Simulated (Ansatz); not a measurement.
Cost and result for the atomization energy of `C[SiH2][N]([GeH3])[SiH](C)C` (22 atoms, 21 bonds).

```csv
atom,x (Å),y (Å),z (Å)
C1,2.3908,-0.7663,-1.9822
Si2,0.5444,-0.5655,-1.8033
N3,0.0438,-0.4107,-0.1536
Ge4,0.0216,-1.9171,0.9140
Si5,-0.4919,1.1263,0.4575
C6,-0.2828,1.1860,2.3146
C7,-2.2723,1.4605,0.0029
H8,2.9154,0.0933,-1.5582
H9,2.7389,-1.6654,-1.4663
H10,2.6708,-0.8545,-3.0356
H11,0.0997,0.6628,-2.5213
H12,-0.1272,-1.7404,-2.4304
H13,0.3580,-3.1134,0.0084
H14,1.0677,-1.8010,2.0371
H15,-1.3743,-2.0976,1.5393
H16,0.3617,2.1842,-0.1596
H17,-0.5760,2.1721,2.6854
H18,-0.9102,0.4477,2.8225
H19,0.7547,1.0117,2.6088
H20,-2.5935,2.4420,0.3630
H21,-2.9334,0.7061,0.4385
H22,-2.4058,1.4390,-1.0816
```

Total charge 0; spin multiplicity 1. Correlated methods include outer-core shells of Ge, which these sets cover unevenly. Scalar relativity is left out up to krypton. All single points use the PBE0-D4/def2-TZVP geometry. It is one conformer, not always the lowest. Program: Ansatz. All runs use 4 threads of an AMD EPYC 7R13 on a shared host and a share of an NVIDIA H100 80 GB. Times are those of one run each, without the atoms' runs, and a repeat can differ threefold. Electronic energies, without spin–orbit coupling; frozen cores. CCSD(T)/CBS adds CCSD(T) − MP2 in def2-TZVPP to the MP2 limit, and its time is that of the two runs behind it. T1 = 0.011. With those shells the extrapolation isn't a true limit.

CCSD(T)/CBS is a level of theory with its own doubt, some kJ/mol a heavy atom from the limit and from the frozen cores, so smaller differences don't rank the functionals.

```tsv
level	functions	wall time	atomization (kJ/mol)	difference from CCSD(T)/CBS	per bond
BLYP-D4/def2-TZVPP	466	2.2 s	7649.0	-85.7	-4.1
CAM-B3LYP-D4/def2-TZVPP	466	2.3 s	7754.9	20.2	1.0
LDA (SPW92)/def2-TZVPP	466	2.4 s	8620.5	885.8	42.2
PBE0-D4/def2-TZVPP	466	2.4 s	7689.9	-44.8	-2.1
revPBE-D4/def2-TZVPP	466	2.5 s	7602.0	-132.7	-6.3
PBE-D4/def2-TZVPP (with forces)	466	2.6 s	7735.9	1.2	0.1
CCSD(T)/def2-SVP	199	3.2 s	7282.8	-451.9	-21.5
r2SCAN-D4/def2-TZVPP (with forces)	466	3.2 s	7718.0	-16.7	-0.8
PBE-QIDH/def2-TZVPP	466	3.4 s	7665.6	-69.1	-3.3
B97M-V/def2-TZVPP	466	3.5 s	7757.4	22.7	1.1
MP2/def2-QZVPP	907	8.6 s	7679.0	-55.7	-2.7
CCSD(T)/def2-TZVPP	466	27 s	7560.5	-174.2	-8.3
CCSD(T)/CBS(def2)	–	35 s	7734.7	0.0	0.0
```

Leaving LDA and LC-ωPBE aside and taking each functional with its dispersion term where it has one, the values, not all of them listed here, spread over 158.6 kJ/mol, from revPBE-D4 to ωB97X-V. LDA lies +947.0 kJ/mol from PBE without D4, its usual overbinding. From BLYP to BHLYP (50 % exact exchange), in def2-TZVPP and without D4, the atomization energy moves by +7.0 kJ/mol. The D4 term adds +99.6 kJ/mol with B3LYP and +54.1 kJ/mol with PBE0; it sums over pairs of atoms, weighted by their polarisabilities, and B3LYP, whose exchange is more repulsive, gets the larger term.

B3LYP here is the variant with VWN-RPA as its local correlation; programs differ in this.

For some Ge, Se and Sn compounds the MP2-based and the directly extrapolated limit differ by 10 to 25 kJ/mol.
